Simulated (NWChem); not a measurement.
System meant: C2Cl3, doublet; SMILES Cl[C]=C(Cl)Cl

Input file for NWChem:

```
start job
memory heap 200 mb stack 900 mb global 1100 mb
geometry units angstroms noautoz
  Cl    -0.257614    -2.369548     0.000000
  C     -0.731065    -0.773739     0.000000
  C     -0.125763     0.412431     0.000000
  Cl     1.612989     0.596006     0.000000
  Cl    -1.042568     1.883903     0.000000
end
basis spherical
  * library def2-svp
end
dft
  odft
  mult 2
  xc xpbe96 cpbe96
  iterations 4
  mulliken
end
task dft energy
```

End of the output:

```
     --------------------------
     Expectation value of S2:
     --------------------------
      <S2> =      0.7560 (Exact =     0.7500)

 center of mass
 --------------
 x =   0.00438544 y =   0.00160400 z =   0.00000000

 moments of inertia (a.u.)
 ------------------
        1222.637219852772           0.000000000000           0.000000000000
           0.000000000000         491.488139434298           0.000000000000
           0.000000000000           0.000000000000        1714.125359287069

     Multipole analysis of the density
     ---------------------------------

     L   x y z        total         alpha         beta         nuclear
     -   - - -        -----         -----         ----         -------
     0   0 0 0     -0.000000    -32.000000    -31.000000     63.000000

     1   1 0 0      0.056170      0.817834     -0.761665      0.000000
     1   0 1 0     -0.215590      0.758505     -0.974095     -0.000000
     1   0 0 1     -0.000000     -0.000000     -0.000000      0.000000

     2   2 0 0    -35.059692   -140.113958   -134.234467    239.288733
     2   1 1 0     -0.434563     -1.752852      1.010833      0.307456
     2   1 0 1      0.000000      0.000000     -0.000000      0.000000
     2   0 2 0    -33.153793   -317.041488   -310.925705    594.813401
     2   0 1 1      0.000000      0.000000     -0.000000      0.000000
     2   0 0 2    -35.875224    -18.280793    -17.594432      0.000000

 ------------------------------------------------------------------------
 dft energy failed                                                                                  0
 ------------------------------------------------------------------------
 ------------------------------------------------------------------------
  current input line :
    20: task dft energy
 ------------------------------------------------------------------------
 ------------------------------------------------------------------------
 This type of error is most commonly associated with calculations not reaching convergence criteria
 ------------------------------------------------------------------------
 For more information see the NWChem manual at https://nwchemgit.github.io

0:dft energy failed:Received an Error in Communication
```

Problem. Find the fault in this run and fix the input.

Solution. The run did not converge; its last values are not results. Cause: the SCF was allowed too few iterations. This input runs:
```
start job
memory heap 200 mb stack 900 mb global 1100 mb
geometry units angstroms noautoz
  Cl    -0.257614    -2.369548     0.000000
  C     -0.731065    -0.773739     0.000000
  C     -0.125763     0.412431     0.000000
  Cl     1.612989     0.596006     0.000000
  Cl    -1.042568     1.883903     0.000000
end
basis spherical
  * library def2-svp
end
dft
  odft
  mult 2
  xc xpbe96 cpbe96
  iterations 150
  mulliken
end
task dft energy
```
It converges to -1455.55411 Ha (PBE/def2-SVP, spin-unrestricted).
